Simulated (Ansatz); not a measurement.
Basis sets compared for `Sc1cc2sc(-c3cc4sc(-c5cc6sc(-c7cc8sc(S)cc8s7)cc6s5)cc4s3)cc2s1`. Total charge 0; singlet. Geometry PBE-D4/def2-SVP. Ansatz on 2 threads of AMD EPYC 7R13 on a shared host and a share (18 GiB) of an NVIDIA H100 80GB HBM3; times are rough, and most runs start from earlier orbitals.

```xyz
44

S    -0.483    2.760   12.879
C    -0.335    2.358   11.171
C    -0.948    1.295   10.521
C    -0.715    1.342    9.121
S    -1.157    0.341    7.767
C    -0.246    1.368    6.653
C    -0.206    1.060    5.244
C     0.153    1.908    4.194
C     0.085    1.249    2.944
S     0.383    1.713    1.292
C    -0.054    0.098    0.714
C    -0.002   -0.189   -0.696
C     0.366    0.663   -1.741
C     0.289    0.016   -2.996
S     0.596    0.489   -4.643
C     0.163   -1.124   -5.232
C     0.220   -1.404   -6.645
C     0.696   -0.587   -7.672
C     0.595   -1.220   -8.936
S     0.996   -0.781  -10.573
C     0.371   -2.319  -11.178
S     0.508   -2.746  -12.881
C    -0.093   -3.141  -10.158
C     0.039   -2.516   -8.890
S    -0.365   -2.958   -7.255
C    -0.206   -1.976   -4.189
C    -0.135   -1.329   -2.933
S    -0.444   -1.799   -1.285
C    -0.413   -0.751    1.764
C    -0.332   -0.098    3.016
S    -0.622   -0.561    4.670
C     0.358    2.442    7.308
C     0.081    2.429    8.699
S     0.516    3.432   10.054
H     0.824    2.556   13.227
H    -1.522    0.527   11.054
H     0.424    2.961    4.343
H     0.675    1.704   -1.582
H     1.108    0.416   -7.496
H    -0.415   -1.858  -13.365
H    -0.514   -4.137  -10.347
H    -0.503   -3.021   -4.348
H    -0.718   -1.794    1.612
H     0.984    3.182    6.794
```

Single mean-field runs in def2-SVP, def2-TZVP are fitted with def2-universal-jkfit.

Binding counts from free atoms (S triplet, C triplet, H doublet) in the same basis, without a counterpoise term.

```
                         level  functions  energy (Eh)  HOMO (eV)  LUMO (eV)  binding per atom (eV)  wall time
 PBE-D4/def2-SVP (with forces)        566   -4897.8780      -4.57      -2.96                   5.48      9.5 s
PBE0-D4/def2-SVP (with forces)        566   -4898.2219      -5.35      -2.52                   5.31       10 s
```

Problem. Estimate the rows for PBE-D4/def2-TZVP, PBE0-D4/def2-TZVP.

Solution. 
```
            level  functions  energy (Eh)  HOMO (eV)  LUMO (eV)  binding per atom (eV)  wall time
 PBE-D4/def2-TZVP       1174   -4900.2411      -4.62      -3.05                   5.42      9.5 s
PBE0-D4/def2-TZVP       1174   -4900.5723      -5.32      -2.55                   5.25       13 s
```
